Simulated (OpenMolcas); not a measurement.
# Te₂⁺ at 2.500 Å: OpenMolcas input and output

Input (each module block was a call of its own in one work directory; start orbitals came from a preliminary run):

```
&GATEWAY
Coord
2
angstrom
Te 0.0 0.0 0.0
Te 0.0 0.0 2.5000
Basis=ANO-RCC-VDZP
Group=XY
RX2C
AMFI
ANGMom
0.0 0.0 0.0
RICD
&SEWARD
&GUESSORB
&RASSCF
FileOrb=$CurrDir/o22.orb
Symmetry=2
Spin=2
nActEl=7 0 0
Inactive=28 20
RAS2=2 4
CIRoot=8 8 1
Linear
Iterations=120 100
OrbListing=Nothing
PRWF=0.15
>>COPY $Project.RasOrb $CurrDir/o22.orb
>>COPY $Project.rasscf.h5 $CurrDir/r22.h5
&CASPT2
XMultistate=all
Imaginary=0.2
IPEA=0.25
MaxIter=40
>>COPY $Project.JobMix JOB001
&RASSCF
FileOrb=$CurrDir/o42.orb
Symmetry=2
Spin=4
nActEl=7 0 0
Inactive=28 20
RAS2=2 4
CIRoot=4 4 1
Linear
Iterations=120 100
OrbListing=Nothing
PRWF=0.15
>>COPY $Project.RasOrb $CurrDir/o42.orb
>>COPY $Project.rasscf.h5 $CurrDir/r42.h5
&CASPT2
XMultistate=all
Imaginary=0.2
IPEA=0.25
MaxIter=40
>>COPY $Project.JobMix JOB002
```

```bash
pymolcas m.inp
```

RASSCF and CASPT2 output of these blocks, in excerpt:

```
++    Wave function specifications:
      Number of closed shell electrons          96
      Number of electrons in active shells       7
      Number of inactive orbitals               48
      Number of active orbitals                  6
      Number of secondary orbitals              32
      Spin quantum number                      0.5
      State symmetry                             2
++    Orbital specifications:
      Symmetry species                           1   2
                                                 a   b
      Frozen orbitals                            0   0
      Inactive orbitals                         28  20
      Active orbitals                            2   4
      RAS2 orbitals                              2   4
      Secondary orbitals                        16  16
      Number of basis functions                 46  40
      printout of CI-coefficients larger than  0.15 for root  1
      energy=  -13581.476793
      conf/sym  11 2222     Coeff  Weight
            42  02 2uud  -0.16335 0.02668
            72  02 u220   0.23428 0.05489
            80  02 u022  -0.92271 0.85139
      printout of CI-coefficients larger than  0.15 for root  2
      energy=  -13581.476793
      conf/sym  11 2222     Coeff  Weight
            43  02 2u02  -0.23428 0.05489
            98  02 0u22  -0.92271 0.85139
      printout of CI-coefficients larger than  0.15 for root  3
      energy=  -13581.408225
      conf/sym  11 2222     Coeff  Weight
            78  02 udu2  -0.50867 0.25875
            79  02 uud2  -0.56923 0.32402
            96  02 022u   0.57418 0.32968
      printout of CI-coefficients larger than  0.15 for root  4
      energy=  -13581.408225
      conf/sym  11 2222     Coeff  Weight
            44  02 20u2   0.57418 0.32968
            74  02 ud2u  -0.50867 0.25875
            76  02 uu2d   0.56923 0.32402
      printout of CI-coefficients larger than  0.15 for root  5
      energy=  -13581.381058
      conf/sym  11 2222     Coeff  Weight
            41  02 202u  -0.39182 0.15353
            44  02 20u2   0.29673 0.08805
            74  02 ud2u   0.41964 0.17610
            78  02 udu2   0.55412 0.30705
            96  02 022u   0.39182 0.15353
            97  02 02u2  -0.29673 0.08805
      printout of CI-coefficients larger than  0.15 for root  6
      energy=  -13581.381058
      conf/sym  11 2222     Coeff  Weight
            41  02 202u  -0.29673 0.08805
            44  02 20u2  -0.39182 0.15353
            74  02 ud2u  -0.55412 0.30705
            78  02 udu2   0.41964 0.17610
            96  02 022u   0.29673 0.08805
            97  02 02u2   0.39182 0.15353
      printout of CI-coefficients larger than  0.15 for root  7
      energy=  -13581.348877
      conf/sym  11 2222     Coeff  Weight
            39  02 220u  -0.15388 0.02368
            41  02 202u   0.80556 0.64893
            78  02 udu2   0.24295 0.05903
            96  02 022u   0.46197 0.21342
      printout of CI-coefficients larger than  0.15 for root  8
      energy=  -13581.348877
      conf/sym  11 2222     Coeff  Weight
            37  02 22u0   0.15388 0.02368
            44  02 20u2   0.46197 0.21342
            74  02 ud2u   0.24295 0.05903
            97  02 02u2   0.80556 0.64893
      Natural orbitals and occupation numbers for root  1
      sym 1:   0.050012   1.950556
      sym 2:   1.045260   0.175029   1.950976   1.828166
      Natural orbitals and occupation numbers for root  2
      sym 1:   0.050012   1.950556
      sym 2:   0.175029   1.045260   1.828166   1.950976
      Natural orbitals and occupation numbers for root  3
      sym 1:   0.055240   1.946270
      sym 2:   0.698530   1.344929   1.346434   1.608597
      Natural orbitals and occupation numbers for root  4
      sym 1:   0.055240   1.946270
      sym 2:   1.344929   0.698530   1.608597   1.346434
      Natural orbitals and occupation numbers for root  5
      sym 1:   0.044161   1.957150
      sym 2:   1.011619   1.011619   1.487725   1.487725
      Natural orbitals and occupation numbers for root  6
      sym 1:   0.044161   1.957150
      sym 2:   1.011619   1.011619   1.487725   1.487725
      Natural orbitals and occupation numbers for root  7
      sym 1:   0.055785   1.946404
      sym 2:   1.476023   0.582948   1.874999   1.063841
      Natural orbitals and occupation numbers for root  8
      sym 1:   0.055785   1.946404
      sym 2:   0.582948   1.476023   1.063841   1.874999
      RASSCF energy for state  8                 -13581.34887663
::    RASSCF root number  1 Total energy: -13581.47679344
::    RASSCF root number  2 Total energy: -13581.47679344
::    RASSCF root number  3 Total energy: -13581.40822514
::    RASSCF root number  4 Total energy: -13581.40822514
::    RASSCF root number  5 Total energy: -13581.38105782
::    RASSCF root number  6 Total energy: -13581.38105782
::    RASSCF root number  7 Total energy: -13581.34887663
::    RASSCF root number  8 Total energy: -13581.34887663
      Von Neumann Entropy (Root   1) =  1.11850
++    Wave function specifications:
      Number of closed shell electrons          24
      Number of electrons in active shells       7
      Number of inactive orbitals               12
      Number of active orbitals                  6
      Number of secondary orbitals              32
      Spin quantum number                      0.5
      State symmetry                             2
      Number of CSFs                           108
      Number of CASSCF root(s) available         8
      CASPT2 state passed to geometry opt.       8
      A file JOBMIX will be created
      This is a MULTI-STATE CASSCF reference
      Number of CI roots used                    8
      These are:                                 1   2   3   4   5   6   7   8
      Off-diagonal elements of Heff are computed
  FINAL CASPT2 RESULT:
      Reference energy:      -13581.4767934354
      E2 (Non-variational):      -0.8120843115
      Shift correction:          -0.0023794813
      E2 (Variational):          -0.8144637928
      Total energy:          -13582.2912572282
      Reference weight:           0.85206
  FINAL CASPT2 RESULT:
      Reference energy:      -13581.4767934354
      E2 (Non-variational):      -0.8120843109
      Shift correction:          -0.0023794813
      E2 (Variational):          -0.8144637921
      Total energy:          -13582.2912572275
      Reference weight:           0.85206
  FINAL CASPT2 RESULT:
      Reference energy:      -13581.4082251375
      E2 (Non-variational):      -0.8091462937
      Shift correction:          -0.0022392452
      E2 (Variational):          -0.8113855388
      Total energy:          -13582.2196106764
      Reference weight:           0.85478
  FINAL CASPT2 RESULT:
      Reference energy:      -13581.4082251375
      E2 (Non-variational):      -0.8091462935
      Shift correction:          -0.0022392452
      E2 (Variational):          -0.8113855387
      Total energy:          -13582.2196106762
      Reference weight:           0.85478
  FINAL CASPT2 RESULT:
      Reference energy:      -13581.3810578187
      E2 (Non-variational):      -0.8074257778
      Shift correction:          -0.0021532660
      E2 (Variational):          -0.8095790438
      Total energy:          -13582.1906368625
      Reference weight:           0.85624
  FINAL CASPT2 RESULT:
      Reference energy:      -13581.3810578187
      E2 (Non-variational):      -0.8074257778
      Shift correction:          -0.0021532660
      E2 (Variational):          -0.8095790438
      Total energy:          -13582.1906368625
      Reference weight:           0.85624
  FINAL CASPT2 RESULT:
      Reference energy:      -13581.3488766316
      E2 (Non-variational):      -0.8108011376
      Shift correction:          -0.0024454273
      E2 (Variational):          -0.8132465649
      Total energy:          -13582.1621231965
      Reference weight:           0.85267
  FINAL CASPT2 RESULT:
      Reference energy:      -13581.3488766316
      E2 (Non-variational):      -0.8108011375
      Shift correction:          -0.0024454273
      E2 (Variational):          -0.8132465648
      Total energy:          -13582.1621231964
      Reference weight:           0.85267
       Total XMS-CASPT2 energies:
::    XMS-CASPT2 Root  1     Total energy: -13582.29125723
::    XMS-CASPT2 Root  2     Total energy: -13582.29125723
::    XMS-CASPT2 Root  3     Total energy: -13582.21768235
::    XMS-CASPT2 Root  4     Total energy: -13582.21768235
::    XMS-CASPT2 Root  5     Total energy: -13582.19068346
::    XMS-CASPT2 Root  6     Total energy: -13582.19068346
::    XMS-CASPT2 Root  7     Total energy: -13582.16400492
::    XMS-CASPT2 Root  8     Total energy: -13582.16400492
++    Wave function specifications:
      Number of closed shell electrons          96
      Number of electrons in active shells       7
      Number of inactive orbitals               48
      Number of active orbitals                  6
      Number of secondary orbitals              32
      Spin quantum number                      1.5
      State symmetry                             2
      printout of CI-coefficients larger than  0.15 for root  1
      energy=  -13581.427313
      conf/sym  11 2222     Coeff  Weight
             6  ud 2uuu   0.15007 0.02252
            24  02 uu2u   0.97257 0.94589
      printout of CI-coefficients larger than  0.15 for root  2
      energy=  -13581.427313
      conf/sym  11 2222     Coeff  Weight
            20  ud u2uu  -0.15007 0.02252
            25  02 uuu2  -0.97257 0.94589
      printout of CI-coefficients larger than  0.15 for root  3
      energy=  -13581.326886
      conf/sym  11 2222     Coeff  Weight
            22  ud uuu2  -0.23158 0.05363
            23  02 u2uu  -0.95079 0.90401
      printout of CI-coefficients larger than  0.15 for root  4
      energy=  -13581.326886
      conf/sym  11 2222     Coeff  Weight
             7  02 2uuu   0.95079 0.90401
            21  ud uu2u   0.23158 0.05363
      Natural orbitals and occupation numbers for root  1
      sym 1:   0.050276   1.951068
      sym 2:   1.023900   0.996798   1.974755   1.003203
      Natural orbitals and occupation numbers for root  2
      sym 1:   0.050276   1.951068
      sym 2:   0.996798   1.023900   1.003203   1.974755
      Natural orbitals and occupation numbers for root  3
      sym 1:   0.087590   1.916912
      sym 2:   0.996369   1.932144   1.003636   1.063349
      Natural orbitals and occupation numbers for root  4
      sym 1:   0.087590   1.916912
      sym 2:   1.932144   0.996369   1.063349   1.003636
      RASSCF energy for state  4                 -13581.32688574
::    RASSCF root number  1 Total energy: -13581.42731322
::    RASSCF root number  2 Total energy: -13581.42731322
::    RASSCF root number  3 Total energy: -13581.32688574
::    RASSCF root number  4 Total energy: -13581.32688574
      Von Neumann Entropy (Root   1) =  1.68104
++    Wave function specifications:
      Number of closed shell electrons          24
      Number of electrons in active shells       7
      Number of inactive orbitals               12
      Number of active orbitals                  6
      Number of secondary orbitals              32
      Spin quantum number                      1.5
      State symmetry                             2
      Number of CSFs                            40
      Number of CASSCF root(s) available         4
      CASPT2 state passed to geometry opt.       4
      A file JOBMIX will be created
      This is a MULTI-STATE CASSCF reference
      Number of CI roots used                    4
      These are:                                 1   2   3   4
      Off-diagonal elements of Heff are computed
  FINAL CASPT2 RESULT:
      Reference energy:      -13581.4273132244
      E2 (Non-variational):      -0.8100898145
      Shift correction:          -0.0023417676
      E2 (Variational):          -0.8124315821
      Total energy:          -13582.2397448065
      Reference weight:           0.85342
  FINAL CASPT2 RESULT:
      Reference energy:      -13581.4273132244
      E2 (Non-variational):      -0.8100898155
      Shift correction:          -0.0023417678
      E2 (Variational):          -0.8124315832
      Total energy:          -13582.2397448076
      Reference weight:           0.85342
  FINAL CASPT2 RESULT:
      Reference energy:      -13581.3268857378
      E2 (Non-variational):      -0.8129002099
      Shift correction:          -0.0025772676
      E2 (Variational):          -0.8154774775
      Total energy:          -13582.1423632153
      Reference weight:           0.85086
  FINAL CASPT2 RESULT:
      Reference energy:      -13581.3268857378
      E2 (Non-variational):      -0.8129002044
      Shift correction:          -0.0025772659
      E2 (Variational):          -0.8154774703
      Total energy:          -13582.1423632081
      Reference weight:           0.85086
       Total XMS-CASPT2 energies:
::    XMS-CASPT2 Root  1     Total energy: -13582.23974481
::    XMS-CASPT2 Root  2     Total energy: -13582.23974481
::    XMS-CASPT2 Root  3     Total energy: -13582.14236322
::    XMS-CASPT2 Root  4     Total energy: -13582.14236321
```

g and u states are not told apart. Only roots inside an energy window near the equilibrium distance were included, so the list of states is not complete; labels number the states computed. Each spin and symmetry block has orbitals of its own, averaged over its own roots, so gaps between blocks are less sure than gaps within one and near the minimum can be off by tenths of an eV, in bad cases by more. No Rydberg orbitals are active, so Rydberg states, and σ→σ* states whose orbital the CASSCF left unused, can be missing between those listed. CASPT2 splits the two components of degenerate states numerically, here by up to 74 cm⁻¹. No roots were computed in block 6b (none fell in the window or the block failed), so states of that kind are missing and can lie low or lowest.
